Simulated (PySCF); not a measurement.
The same groups moved round the core (quinoline fluoro+boryl). Isolated molecules, 0 K electronic values unless said otherwise. One relaxed conformer stands for each flexible species; it need not be the lowest. Strings in code marks are SMILES.

Excitations are Tamm–Dancoff values on a coarser integration grid. The basis has no diffuse functions, so Rydberg states are missing or too high.

A: `c1cc(c2cccnc2c1B)F`
B: `Bc1cc(F)nc2ccccc12`
C: `Bc1c(F)cnc2ccccc12`
D: `Bc1c(F)ccc2cccnc12`
E: `Bc1cc2ccccc2nc1F`
F: `Bc1c(F)ccc2ncccc12`

### Question
Rank these by LUMO (lowest first), as PySCF with PBE-D3(BJ)/def2-TZVP // B3LYP-D3(BJ)/def2-SVP gives it.

### Answer
B (-3.71 eV), C (-3.65 eV), E (-3.46 eV), F (-3.36 eV), D (-3.23 eV), A (-3.16 eV)
